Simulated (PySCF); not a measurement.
Species: `[BH3-][NH2+]CCC=C`. The columns A, B, C and D hold Mulliken, IAO, Hirshfeld and ESP-fitted charges (e) of one PBE0/pcSseg-1 density (PySCF), in a shuffled order. Coordinates in Å (PBE0-D3(BJ)/def2-SVP); the density's dipole moment is (-2.94, -3.42, -3.09) D.

```
atom       x       y       z       A       B       C       D
  B1   1.925   0.754   0.215  -0.109  -0.120  -0.396  -0.096
  N2   1.165  -0.233  -0.831  -0.187  -0.391  -0.273  -0.043
  C3   0.403  -1.354  -0.251  -0.155  -0.068  -0.146  +0.005
  C4  -0.897  -0.866   0.379  -0.096  -0.198  -0.266  -0.063
  C5  -1.804  -0.236  -0.634  -0.129  -0.288  -0.145  -0.036
  C6  -1.980   1.081  -0.773  -0.443  -0.161  -0.310  -0.088
  H7   2.684   0.033   0.855  -0.123  -0.068  -0.031  -0.110
  H8   1.067   1.278   0.915  -0.109  -0.069  -0.036  -0.105
  H9   2.514   1.570  -0.486  -0.140  -0.078  -0.027  -0.111
 H10   0.529   0.331  -1.404  +0.250  +0.233  +0.281  +0.134
 H11   1.877  -0.593  -1.467  +0.280  +0.231  +0.289  +0.158
 H12   1.045  -1.826   0.506  +0.133  +0.157  +0.163  +0.059
 H13   0.189  -2.098  -1.038  +0.086  +0.121  +0.133  +0.044
 H14  -1.389  -1.734   0.847  +0.096  +0.143  +0.152  +0.053
 H15  -0.656  -0.149   1.177  +0.111  +0.167  +0.164  +0.051
 H16  -2.316  -0.918  -1.327  +0.136  +0.113  +0.138  +0.043
 H17  -2.633   1.492  -1.548  +0.185  +0.128  +0.153  +0.050
 H18  -1.485   1.792  -0.104  +0.214  +0.147  +0.157  +0.054
```

Q: Which column most likely holds the ESP-fitted charges?

A: A. Σ q r misses the density's dipole by 0.03 D (A), 0.24 D (C), 0.69 D (D), 1.85 D (B). Charges fitted to the outside potential are the only set here that is tied to the molecule's multipoles.

Q: And the Hirshfeld charges?

A: D. The mean sizes are 0.072 e (D), 0.160 e (B), 0.166 e (A), 0.181 e (C), and Hirshfeld charges are commonly the smallest of these schemes.

As computed, A = ESP-fitted, B = Mulliken, C = IAO, D = Hirshfeld. Hydrogens on carbon: ESP-fitted +0.09 to +0.21, Mulliken +0.11 to +0.17, IAO +0.13 to +0.16, Hirshfeld +0.04 to +0.06 e.

The Hirshfeld scheme divides the density at each point in proportion to the densities of the neutral, spherically averaged free atoms. The ESP scheme is a least-squares fit of atom-centred charges to the potential on four shells outside the van der Waals surface, with the total charge fixed.

Isolated species at its PBE0-D3(BJ)/def2-SVP geometry (one conformer only).

The run behind these numbers computed NMR shieldings as well. The run took 20 s wall on one thread, Arm Neoverse V1 (aarch64), shared host with 32 logical CPUs at a one-minute load of 25, and the process peaked at 0.77 GiB of memory.

The values belong to the conformer `[BH3-:1][NH2+:2][CH2:3][CH2:4][CH:5]=[CH2:6]`: B1–N2–C3–C4 74°, N2–C3–C4–C5 62°, C3–C4–C5–C6 -103°.
